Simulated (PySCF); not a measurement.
# Dipole response of F+ (fluorine, charge +1)

[He] 2s2 2p4, high-spin 3P determinant. Calculation: PySCF 2.14, in dyall-acv3z (15s9p4d2f, 76 functions); no relativity, point nucleus. Coupled (time-dependent) response in atomic units; α is the mean over directions.

```
 method  mean α (bohr³)         α xx, yy, zz  C₆ (like pair)  S(−4)
    UHF           1.710  1.785, 1.560, 1.785           3.119  1.234
    PBE           1.858  1.905, 1.763, 1.905           3.494  1.472
   PBE0           1.804  1.860, 1.693, 1.860           3.361  1.373
  TPSSh           1.809  1.860, 1.707, 1.860           3.399  1.343
r2SCANh           1.810  1.877, 1.675, 1.877           3.423  1.377
```

S(−4) is the Cauchy moment in α(ω) = α(0) + S(−4) ω² + …

α(iu) at UHF:

```json
{"u (hartree)": "0", "α(iu) (bohr³)": "1.710"}
{"u (hartree)": "0.0500", "α(iu) (bohr³)": "1.707"}
{"u (hartree)": "0.100", "α(iu) (bohr³)": "1.698"}
{"u (hartree)": "0.200", "α(iu) (bohr³)": "1.663"}
{"u (hartree)": "0.300", "α(iu) (bohr³)": "1.609"}
{"u (hartree)": "0.500", "α(iu) (bohr³)": "1.469"}
{"u (hartree)": "0.750", "α(iu) (bohr³)": "1.275"}
{"u (hartree)": "1.00", "α(iu) (bohr³)": "1.095"}
{"u (hartree)": "1.50", "α(iu) (bohr³)": "0.8063"}
{"u (hartree)": "2.00", "α(iu) (bohr³)": "0.6065"}
{"u (hartree)": "3.00", "α(iu) (bohr³)": "0.3709"}
{"u (hartree)": "5.00", "α(iu) (bohr³)": "0.1757"}
```

A single London oscillator, α(iu) = α/(1 + u²/ω²), gives C₆ = (3/4) ω α². Matching the computed C₆ needs ω = 4 × 3.119 / (3 × 1.710²) = 1.42 hartree.

For an ion, C₆ is the dispersion term alone; charge-induced terms of lower order in 1/R come first.

The components differ because the open shell of this determinant is not spherical; for a pure term their mean is the scalar polarisability.
